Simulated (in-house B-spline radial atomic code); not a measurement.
Bi. Computed with a B-spline radial atomic code. Model: all-electron spherical atom, spin shells full or empty, radial basis limit, no spin-orbit coupling, Breit or QED, empty-state partial waves extrapolated as (l+1/2)^-4, RPA, G0W0 and static COHSEX of the highest shell as one setting changes (uncorrelated shells keep exact exchange).

Empty levels are discrete states of a finite basis, so the steps are uneven.

Without the two-electron picture change, core correlation of heavy ions comes too large.

Given: element Bi; charge 0; filled core Xe; hamiltonian one-electron scalar X2C; mean-field start PBE0; highest l of empty states 9; nuclear rms radius 5.5211 fm; lowest nl shells left uncorrelated 0; highest mean-field shell 6p up; box radius 40 bohr.

Shell: 4f 7 7, 5d 5 5, 6s 1 1, 6p 3 0 (electrons up and down).

| highest empty level kept (hartree) | RPA correlation energy (hartree) | G0W0 level (eV) | G0W0 minus most complete (meV) | COHSEX level (eV) | linearised minus solved G0W0 (meV) |
| --- | --- | --- | --- | --- | --- |
| 1 | -0.1913 | -8.1573 | 654.4 | -8.7865 | -19.5 |
| 2 | ? | ? | ? | ? | ? |
| 3.5 | -0.63806 | -8.5075 | 304.2 | -9.5994 | -28 |
| 6 | -0.89811 | -8.6232 | 188.6 | -9.869 | -31.5 |
| 10 | -1.3632 | -8.6989 | 112.9 | -10.056 | -33.9 |
| 18 | -1.8741 | -8.7476 | 64.1 | -10.176 | -35.5 |
| 30 | -2.4147 | -8.7652 | 46.5 | -10.22 | -36.1 |
| 60 | -3.2215 | -8.7855 | 26.2 | -10.276 | -36.9 |
| 120 | -4.3508 | -8.7987 | 13.1 | -10.317 | -37.3 |
| 250 | -5.2859 | -8.8055 | 6.3 | -10.341 | -37.6 |
| 600 | ? | ? | ? | ? | ? |
| 2000 | -6.7684 | -8.8117 | 0 | -10.362 | -37.8 |

Question: What follows for highest empty level kept = 600?

Answer: RPA correlation energy -6.0494 hartree; G0W0 level -8.8097 eV; G0W0 minus most complete 2 meV; COHSEX level -10.355 eV; linearised minus solved G0W0 -37.7 meV.

Question: What follows for highest empty level kept = 2?

Answer: RPA correlation energy -0.39082 hartree; G0W0 level -8.3541 eV; G0W0 minus most complete 457.6 meV; COHSEX level -9.2459 eV; linearised minus solved G0W0 -24 meV.
